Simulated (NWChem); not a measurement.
**Correlation energy of HSi (+1)**

```
Si
H 1 1.5419
```
Charge +1, spin multiplicity 1.

Program: NWChem. Structure: optimised with PBE/def2-SVP, a minimum by its harmonic frequencies.

Basis set: def2-QZVP. Each correlation energy counts from its own Hartree-Fock reference.

The correlated methods keep 5 core orbitals frozen. The structure started from a generated list of species. Coupled-cluster values serve here as a point of comparison, not as the truth.

Order these methods by the correlation energy they give, lowest first: MP2, SCS-MP2, CR-CCSD[T], CCSD.

CR-CCSD[T] (-97.3 mHa), CCSD (-95.6 mHa), SCS-MP2 (-86.0 mHa), MP2 (-74.7 mHa)
